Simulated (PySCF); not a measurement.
## Radial density of Os²⁺ (osmium, charge +2)

TPSSh, [Xe] 4f14 5d6, high-spin 5D determinant. Calculation: PySCF 2.14, in aug-cc-pwCVDZ-PP with ECP60MDF (6s6p5d3f, 70 functions); scalar relativity through the core potential. This is the valence pseudo-density: the core potential removes the inner electrons and smooths the orbitals near the nucleus.

```
r (bohr)  4πr²ρ (e/bohr)  4πr²(ρα − ρβ)
   0.130       3.625e-05         0.0000
   0.218       0.0004864         0.0001
   0.366         0.05149         0.0037
   0.616           3.244         0.2185
    1.04           13.08         2.2571
    1.74           5.397         2.3200
    2.93          0.6390         0.3862
    4.93         0.01003         0.0049
    8.30       1.408e-05         0.0000
```

Energies and moments cover only the electrons outside the core potential. Spin-orbit coupling, absent here, splits the open shell strongly.
